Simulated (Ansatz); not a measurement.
Abstraction of F: GeHF3 + SiH(SiH2)F2 → GeHF2 + Si2H3F3

Species: GeHF3 `[F][GeH]([F])[F]`, singlet; SiH(SiH2)F2, doublet; GeHF2 `[F][GeH][F]`, doublet; Si2H3F3 `F[SiH2][SiH](F)F`, singlet. A radical takes F: the energy is the difference in strength between the Ge–F bond broken and the Si–F bond made.

Shapes, held fixed at every level: PBE0-D4/def2-TZVP. Flexible molecules stand in one conformer, not always the lowest. Programs: Ansatz 0.2.0. Electronic energies: no zero-point or thermal term.

| level | kind | ΔE (kJ/mol) | less CCSD(T)/def2-TZVPP |
| --- | --- | --- | --- |
| HF/def2-TZVPP | Hartree–Fock | -52.7 | -10.0 |
| PBE-D4/def2-TZVPP | GGA | -58.1 | -15.4 |
| r2SCAN-D4/def2-TZVPP | meta-GGA | -51.1 | -8.4 |
| B3LYP-D4/def2-TZVPP | global hybrid | -66.6 | -23.9 |
| wB97X-V/def2-TZVPP | range-separated hybrid | -56.9 | -14.2 |
| MP2/def2-TZVPP | perturbation theory | -45.3 | -2.6 |
| CCSD(T)/def2-TZVPP | coupled cluster or CI | -42.7 | 0.0 |

The highest level, CCSD(T)/def2-TZVPP, gives ΔE = -42.7 kJ/mol; the levels span -66.6 to -42.7. The column of differences is taken from that level and isn't an error. No measured value is set beside it here. Open shells run unrestricted unless RO is named. Relativity is left out for Ge unless named. Correlated rows may include outer-core shells of Ge, which these sets cover unevenly.
